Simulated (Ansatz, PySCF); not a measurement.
This triplet is an excited state, 2.59 eV above the relaxed singlet at the level frozen-core CCSD(T)/cc-pVTZ // B3LYP-D3(BJ)/def2-TZVP (Ansatz, a quantum-chemistry and plane-wave program).

B3LYP has the VWN-RPA correlation part, as in Gaussian. 

**Cl₂Ge, SMILES `[Cl][Ge][Cl]` (excited triplet) (charge 0, multiplicity 3)**

Computed with B3LYP-D3(BJ)/def2-TZVP (PySCF 2.14.0).

| Property | Value |
|---|---|
| highest occupied spin orbital | -5.07 eV |
| dipole moment | 1.11 D |
| total energy | -2997.5034 Ha |
| cost | very roughly 70 core-seconds |

```xyz
3

Cl     1.8785    -0.3685     0.0000
Ge    -0.0010     0.7419     0.0000
Cl    -1.8776    -0.3734     0.0000
```
Charge 0, spin multiplicity 3.
